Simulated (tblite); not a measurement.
Record of a relaxation.

Compound: C₅H₁₃NOSi₂.
Atom-mapped SMILES: `[CH2:1]=[CH:2][CH2:3][Si@@:4]([NH2:5])([CH:6]=[CH2:7])[SiH2:8][OH:9]` (hydrogens: H10, H11 on C1; H12 on C2; H13, H14 on C3; H15, H16 on N5; H17 on C6; H18, H19 on C7; H20, H21 on Si8; H22 on O9)

Computed with GFN2-xTB (tblite), gas phase: L-BFGS steps from a force-field or distance-geometry start until the largest atomic force falls under 0.01 eV/Å. 8 of its 272 geometries are shown.

Step 0: E = -754.3394 eV, largest atomic force 2.566 eV/Å
```
atom  x, y, z in Å  |  force x, y, z in eV/Å
C1      3.381   -0.484    0.198   -1.488  -0.242   0.695
C2      2.162   -0.578    0.785    2.395   0.304  -0.870
C3      1.265    0.576    0.596    0.112   0.915   0.436
Si4    -0.335    0.097   -0.263    0.080  -0.496  -1.032
N5     -0.241    0.323   -2.018   -0.103   0.672   0.013
C6     -0.707   -1.723   -0.037    0.056  -0.142   0.018
C7     -1.907   -2.115    0.374    0.704  -0.791  -0.142
Si8    -1.983    1.378    0.511   -0.631   1.877   0.063
O9     -1.776    2.913   -0.231    0.085  -1.991  -0.803
H10     4.103   -1.272    0.289    0.177   0.017  -0.145
H11     3.622    0.408   -0.387    0.092  -0.611   0.304
H12     1.897   -1.461    1.379   -0.072   0.679  -0.305
H13     1.757    1.333   -0.061   -0.137  -0.490   0.608
H14     1.070    1.091    1.571    0.009  -0.455  -0.668
H15     0.313    1.156   -2.314   -0.930  -1.047   0.020
H16    -1.177    0.252   -2.474    1.343   0.311   0.251
H17     0.096   -2.438   -0.248   -0.525   0.142   0.096
H18    -2.096   -3.182    0.497   -0.303   0.386   0.074
H19    -2.682   -1.404    0.594   -0.083  -0.206   0.033
H20    -3.273    0.854    0.052   -0.211   0.202   0.096
H21    -1.952    1.554    1.968   -0.196   0.261  -0.203
H22    -1.545    2.740   -1.183   -0.374   0.704   1.461
```

Step 39: E = -755.0911 eV, largest atomic force 0.080 eV/Å
```
atom  x, y, z in Å  |  force x, y, z in eV/Å
C1      3.405   -0.553    0.115   -0.013  -0.041  -0.057
C2      2.220   -0.519    0.697    0.027   0.049   0.057
C3      1.264    0.610    0.581   -0.037   0.026  -0.013
Si4    -0.405    0.136   -0.264   -0.008  -0.057  -0.004
N5     -0.040    0.257   -1.960    0.039   0.009   0.035
C6     -0.757   -1.711   -0.034    0.014  -0.015  -0.007
C7     -1.877   -2.249    0.419   -0.010   0.011  -0.016
Si8    -2.122    1.494    0.513    0.035   0.009  -0.018
O9     -1.955    3.008   -0.082    0.012   0.004   0.012
H10     4.077   -1.386    0.220    0.010  -0.055   0.010
H11     3.752    0.255   -0.508    0.004   0.029  -0.012
H12     1.897   -1.342    1.320   -0.011  -0.009   0.003
H13     1.738    1.418    0.023   -0.030   0.042  -0.007
H14     1.045    0.998    1.578   -0.020  -0.053   0.022
H15     0.564    0.978   -2.318   -0.010  -0.001   0.002
H16    -0.703   -0.034   -2.657   -0.012  -0.010  -0.011
H17     0.033   -2.390   -0.335    0.043   0.039  -0.022
H18    -2.014   -3.318    0.492   -0.013   0.018   0.031
H19    -2.717   -1.650    0.734    0.015   0.041   0.013
H20    -3.463    1.018    0.132   -0.002  -0.006  -0.004
H21    -2.127    1.816    1.939   -0.012  -0.028  -0.006
H22    -1.825    3.185   -1.008   -0.022   0.000  -0.010
```

Step 77: E = -755.1182 eV, largest atomic force 0.035 eV/Å
```
atom  x, y, z in Å  |  force x, y, z in eV/Å
C1      3.314   -0.598    0.000   -0.015  -0.004  -0.029
C2      2.209   -0.526    0.722   -0.015  -0.005  -0.015
C3      1.239    0.595    0.681    0.013  -0.002   0.012
Si4    -0.360    0.152   -0.305    0.001   0.018  -0.017
N5      0.123    0.251   -1.971   -0.005  -0.004  -0.005
C6     -0.733   -1.684   -0.069    0.007   0.001   0.022
C7     -1.817   -2.163    0.517   -0.004  -0.016   0.008
Si8    -2.126    1.471    0.425   -0.013  -0.005  -0.010
O9     -1.980    3.026   -0.057    0.014   0.008   0.031
H10     3.975   -1.447    0.043   -0.006   0.016   0.011
H11     3.598    0.195   -0.672    0.013  -0.001   0.003
H12     1.943   -1.341    1.384   -0.007   0.005  -0.008
H13     1.705    1.473    0.233   -0.006   0.002   0.008
H14     0.943    0.858    1.697    0.021   0.009   0.011
H15     0.626    1.052   -2.316    0.002  -0.001  -0.004
H16    -0.461   -0.139   -2.694    0.018   0.020   0.018
H17     0.013   -2.384   -0.424   -0.005   0.001  -0.011
H18    -1.985   -3.220    0.654   -0.025  -0.024   0.002
H19    -2.595   -1.514    0.889    0.012  -0.007   0.012
H20    -3.441    0.994   -0.039    0.005  -0.005  -0.006
H21    -2.193    1.679    1.871   -0.012   0.010  -0.011
H22    -2.006    3.292   -0.970    0.008  -0.014  -0.021
```

Step 116: E = -755.1278 eV, largest atomic force 0.028 eV/Å
```
atom  x, y, z in Å  |  force x, y, z in eV/Å
C1      3.270   -0.581   -0.083   -0.009   0.004   0.001
C2      2.196   -0.545    0.687   -0.021   0.010   0.012
C3      1.226    0.576    0.746   -0.013   0.023  -0.005
Si4    -0.364    0.163   -0.266    0.005  -0.006   0.008
N5      0.167    0.273   -1.915   -0.003  -0.006  -0.008
C6     -0.753   -1.675   -0.060   -0.012  -0.001   0.003
C7     -1.768   -2.163    0.633   -0.004  -0.019   0.014
Si8    -2.178    1.469    0.357    0.016   0.001   0.015
O9     -1.988    3.026   -0.103    0.001  -0.002   0.007
H10     3.929   -1.432   -0.108    0.007  -0.011   0.001
H11     3.535    0.245   -0.722    0.007   0.018   0.001
H12     1.949   -1.394    1.311    0.015  -0.014  -0.002
H13     1.677    1.486    0.350    0.003  -0.001   0.000
H14     0.947    0.769    1.782   -0.001  -0.018  -0.020
H15     0.748    1.032   -2.230   -0.004   0.001   0.006
H16    -0.427   -0.053   -2.659    0.012   0.011  -0.023
H17    -0.079   -2.371   -0.546    0.003  -0.001   0.003
H18    -1.949   -3.222    0.737   -0.006  -0.007   0.004
H19    -2.473   -1.519    1.136    0.003   0.012  -0.001
H20    -3.440    0.980   -0.227    0.003   0.000  -0.006
H21    -2.382    1.676    1.789   -0.001   0.002   0.001
H22    -1.852    3.279   -1.010   -0.001   0.003  -0.009
```

Step 155: E = -755.1326 eV, largest atomic force 0.032 eV/Å
```
atom  x, y, z in Å  |  force x, y, z in eV/Å
C1      3.282   -0.469   -0.108    0.007   0.008  -0.006
C2      2.178   -0.562    0.612    0.018   0.000   0.003
C3      1.160    0.505    0.758   -0.014  -0.012  -0.005
Si4    -0.405    0.117   -0.299   -0.010   0.011  -0.006
N5      0.175    0.248   -1.929   -0.010  -0.005   0.004
C6     -0.814   -1.713   -0.051   -0.001   0.003   0.000
C7     -1.751   -2.173    0.762   -0.006   0.001   0.006
Si8    -2.187    1.480    0.294    0.002  -0.005   0.010
O9     -1.914    3.036   -0.125    0.006  -0.003  -0.031
H10     3.975   -1.288   -0.203    0.002   0.009   0.001
H11     3.543    0.437   -0.631    0.001   0.005  -0.004
H12     1.949   -1.488    1.125   -0.013  -0.001  -0.005
H13     1.573    1.469    0.462    0.019   0.008  -0.005
H14     0.855    0.581    1.801    0.000   0.002   0.029
H15     0.932    0.868   -2.161    0.012   0.000  -0.005
H16    -0.430    0.106   -2.721   -0.002  -0.010   0.007
H17    -0.209   -2.427   -0.597   -0.020   0.005  -0.006
H18    -1.938   -3.228    0.902   -0.006  -0.003   0.006
H19    -2.381   -1.508    1.334    0.000  -0.001  -0.020
H20    -3.457    1.067   -0.328    0.019  -0.020  -0.009
H21    -2.414    1.666    1.725   -0.002   0.007   0.012
H22    -1.732    3.297   -1.022   -0.003   0.002   0.025
```

Step 194: E = -755.1862 eV, largest atomic force 0.087 eV/Å
```
atom  x, y, z in Å  |  force x, y, z in eV/Å
C1      3.341   -0.250   -0.142   -0.023   0.030  -0.048
C2      2.220   -0.560    0.486   -0.047  -0.024  -0.002
C3      1.135    0.397    0.815    0.013   0.009   0.025
Si4    -0.436    0.095   -0.261    0.017   0.031   0.017
N5      0.109    0.437   -1.877    0.041  -0.019  -0.037
C6     -0.914   -1.727   -0.019    0.011  -0.035   0.020
C7     -1.806   -2.166    0.856   -0.012   0.009  -0.023
Si8    -2.189    1.512    0.229   -0.012   0.015   0.012
O9     -1.890    3.055   -0.200    0.021  -0.020   0.014
H10     4.085   -0.993   -0.381   -0.002   0.052  -0.001
H11     3.558    0.766   -0.440    0.005  -0.085   0.020
H12     2.028   -1.590    0.767    0.008   0.054   0.010
H13     1.483    1.421    0.668   -0.022  -0.055   0.041
H14     0.852    0.279    1.863    0.023   0.029  -0.045
H15     1.085    0.293   -2.092   -0.039  -0.026  -0.011
H16    -0.458    0.135   -2.654    0.037   0.036  -0.003
H17    -0.412   -2.462   -0.642   -0.014   0.028   0.019
H18    -2.047   -3.214    0.966   -0.001   0.026   0.021
H19    -2.344   -1.488    1.503    0.022  -0.025  -0.036
H20    -3.427    1.087   -0.446   -0.010  -0.011   0.021
H21    -2.462    1.711    1.651   -0.023  -0.005  -0.006
H22    -1.523    3.282   -1.049    0.008  -0.016  -0.008
```

Step 232: E = -755.1982 eV, largest atomic force 0.072 eV/Å
```
atom  x, y, z in Å  |  force x, y, z in eV/Å
C1      3.275   -0.293   -0.217    0.007  -0.009  -0.029
C2      2.217   -0.541    0.536   -0.022  -0.013   0.025
C3      1.148    0.435    0.850    0.004  -0.006  -0.006
Si4    -0.413    0.110   -0.233   -0.009  -0.006  -0.008
N5      0.156    0.473   -1.836    0.000  -0.005  -0.015
C6     -0.862   -1.720    0.006    0.005   0.017  -0.001
C7     -1.823   -2.167    0.798    0.003  -0.022   0.032
Si8    -2.198    1.488    0.242   -0.010  -0.012   0.011
O9     -1.907    3.022   -0.223   -0.005  -0.008   0.011
H10     4.012   -1.047   -0.440   -0.006   0.011  -0.001
H11     3.450    0.685   -0.634    0.018   0.020  -0.004
H12     2.064   -1.535    0.938    0.007  -0.019   0.006
H13     1.500    1.450    0.671    0.006   0.010   0.004
H14     0.871    0.352    1.900   -0.006   0.003   0.001
H15     1.100    0.210   -2.081   -0.010  -0.001   0.013
H16    -0.452    0.311   -2.624    0.011  -0.002   0.004
H17    -0.283   -2.451   -0.549    0.019  -0.013  -0.017
H18    -2.048   -3.216    0.919    0.014  -0.032  -0.020
H19    -2.434   -1.495    1.379   -0.032   0.064   0.002
H20    -3.431    1.028   -0.419    0.016   0.013   0.003
H21    -2.486    1.698    1.659   -0.010   0.007   0.000
H22    -1.466    3.220   -1.043    0.001   0.003  -0.011
```

Step 271: E = -755.2021 eV, largest atomic force 0.009 eV/Å
```
atom  x, y, z in Å  |  force x, y, z in eV/Å
C1      3.281   -0.254   -0.279    0.000   0.002  -0.004
C2      2.253   -0.532    0.505   -0.003   0.003   0.006
C3      1.181    0.423    0.868   -0.002   0.002   0.001
Si4    -0.396    0.100   -0.195    0.004  -0.003  -0.006
N5      0.170    0.435   -1.805   -0.005  -0.005  -0.002
C6     -0.849   -1.724    0.085   -0.004  -0.005   0.000
C7     -1.922   -2.141    0.738    0.000   0.004   0.000
Si8    -2.186    1.478    0.262   -0.007   0.002   0.003
O9     -1.898    3.016   -0.192    0.004  -0.005  -0.003
H10     4.021   -0.993   -0.540   -0.001   0.005  -0.002
H11     3.433    0.736   -0.680    0.000  -0.001   0.000
H12     2.130   -1.536    0.892    0.003   0.003   0.005
H13     1.517    1.446    0.706    0.000  -0.003   0.000
H14     0.925    0.313    1.921    0.002  -0.002  -0.005
H15     1.115    0.171   -2.040    0.005   0.000   0.002
H16    -0.434    0.258   -2.593   -0.003  -0.004   0.001
H17    -0.175   -2.473   -0.318   -0.002   0.005   0.000
H18    -2.147   -3.187    0.889   -0.001   0.000  -0.002
H19    -2.630   -1.443    1.157    0.002  -0.006   0.000
H20    -3.404    1.017   -0.425    0.004   0.007   0.003
H21    -2.503    1.687    1.673   -0.001   0.001  -0.003
H22    -1.492    3.221   -1.028    0.003   0.002   0.005
```

**Question.** Summarise the path.

**Answer.** The energy falls by 83.24 kJ/mol from step 0 to step 271; nine tenths of that is first reached at step 70. It rises by more than 0.2 meV at steps 177 and 180. The largest force goes from 2.566 to 0.009 eV/Å. Among the bonds Si8–O9 changes most, from 1.718 to 1.629 Å; the atoms move by 0.583 Å rms after alignment.

**Question.** Follow the three bonds and two angles with the largest change from start to end.

**Answer.** 
```csv
step,E above end (kJ/mol),largest force (eV/Å),Si8–O9 (Å),Si4–Si8 (Å),C3–Si4 (Å),Si8–O9–H22 (°),C3–Si4–N5 (°)
0,83.24,2.566,1.718,2.227,1.878,106.6,112.0
12,20.09,0.339,1.636,2.330,1.938,120.9,108.3
24,13.83,0.131,1.638,2.323,1.928,122.7,104.8
35,11.19,0.104,1.635,2.323,1.931,121.5,102.9
47,9.78,0.107,1.635,2.321,1.933,123.1,103.3
59,8.91,0.060,1.635,2.322,1.927,122.5,104.0
71,8.29,0.034,1.635,2.320,1.932,122.5,104.5
82,7.96,0.036,1.635,2.324,1.930,122.5,104.0
94,7.50,0.040,1.634,2.320,1.928,123.0,103.0
106,7.35,0.026,1.635,2.321,1.932,122.3,102.8
118,7.15,0.030,1.635,2.321,1.930,122.7,103.4
130,7.00,0.030,1.634,2.318,1.927,122.5,103.8
141,6.86,0.026,1.634,2.316,1.928,122.8,103.2
153,6.74,0.028,1.635,2.320,1.929,122.4,103.1
165,6.26,0.061,1.633,2.317,1.926,122.4,103.5
177,5.57,0.749,1.631,2.308,1.929,123.6,103.5
189,2.19,0.110,1.630,2.307,1.924,122.6,103.9
200,1.14,0.067,1.629,2.308,1.928,121.8,103.8
212,0.76,0.051,1.629,2.306,1.927,121.3,103.0
224,0.59,0.023,1.629,2.305,1.927,121.7,102.8
236,0.31,0.024,1.629,2.305,1.928,121.6,102.4
247,0.25,0.014,1.629,2.305,1.928,121.7,102.4
259,0.13,0.031,1.629,2.306,1.929,121.4,102.5
271,0.00,0.009,1.629,2.305,1.928,121.5,102.2
```

What follows is the cost of the whole relaxation. Hardware: one thread, Arm Neoverse V2 (aarch64), on a shared host. Cost: 2.6 s of wall time.
